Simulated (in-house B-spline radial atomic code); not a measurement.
Atomic self-consistent-field run: the copper ion Cu⁴⁺ (an excited or competing configuration). Method: Dirac-Hartree-Fock, average of the jj configuration, Fermi nucleus of rms radius 3.8823 fm. Calculated with an all-electron radial atomic-structure program (B-spline basis).

In the input, a minus or plus after the letter marks the j = l - 1/2 or j = l + 1/2 subshell.

Command:
```bash
python run_scf.py task.json out
```
Settings (nuclear radius in fm, mass in u):
```
Z                29
configuration    1s2 2s2 2p6 3s2 3p6 3d-3 3d+4
hamiltonian      dirac
method           hf
spin_polarised   False
nucleus          fermi
rms_radius       3.8823
atomic_mass      62.9296
speed_of_light   137.035999084
```

Output (hartree, bohr):
```
 radial grid: 67 intervals, B-splines of order 8, outer radius 14.6809 bohr

 iter        energy (Eh)    residual
    1      -1631.2516097    7.68e-01
    2      -1643.1750570    5.67e-01
    3      -1648.6786526    1.59e-01
    4      -1649.1353553    3.42e-02
    5      -1649.1513991    2.13e-02
    6      -1649.1602091    9.32e-04
    7      -1649.1602163    7.54e-05
    8      -1649.1602163    7.25e-06
    9      -1649.1602163    3.71e-07
   10      -1649.1602163    3.15e-08

 total energy                    -1649.160216
 kinetic                           1678.84474
 electron-nucleus                 -3913.94810
 electron-electron                  585.94315

 first-order corrections (not in the total)
   Gaunt                            0.74643
   retardation                     -0.06780
   frequency dependence            -0.00224
   self-energy                      0.49808
   Uehling                         -0.04487
   Wichmann-Kroll                   0.00034
   recoil                           0.01087

 orbital      occ     eigenvalue          <r>       <r^2>       <1/r>     <1/r^3>     <1/r^2>       r_max    small
 1s1/2      2.000     -335.33007     0.052106  0.00365277     29.1615           -      1749.9     0.03412  1.09e-02
 2s1/2      2.000      -44.40733     0.233869   0.0645881     6.39046           -     173.936      0.1961  2.09e-03
 2p1/2      2.000      -39.05453     0.203932   0.0510843     6.31259           -     56.0514      0.1565  2.06e-03
 2p3/2      4.000      -38.28276     0.207123   0.0525607     6.17564     683.473     52.2113      0.1592  2.02e-03
 3s1/2      2.000       -7.75041     0.698074    0.560233     2.02854           -     26.4153      0.6094  4.65e-04
 3p1/2      2.000       -5.99835     0.720176    0.607068     1.90543           -     8.20905      0.6104  4.22e-04
 3p3/2      4.000       -5.86594     0.729071    0.621918     1.87401     89.1845     7.65993      0.6178  4.14e-04
 3d3/2      3.000       -3.08708     0.796396    0.784742     1.60026     9.88308     3.38013      0.5805  3.16e-04
 3d5/2      4.000       -3.06991     0.800352    0.792474     1.59189     9.66893     3.34132      0.5832  3.14e-04
```

Time taken, with all properties: 1.4 s on 1 thread of Arm Neoverse N1, with other jobs on the host.

For the Dirac Hamiltonian the kinetic term is c α·p + (β - 1)c².
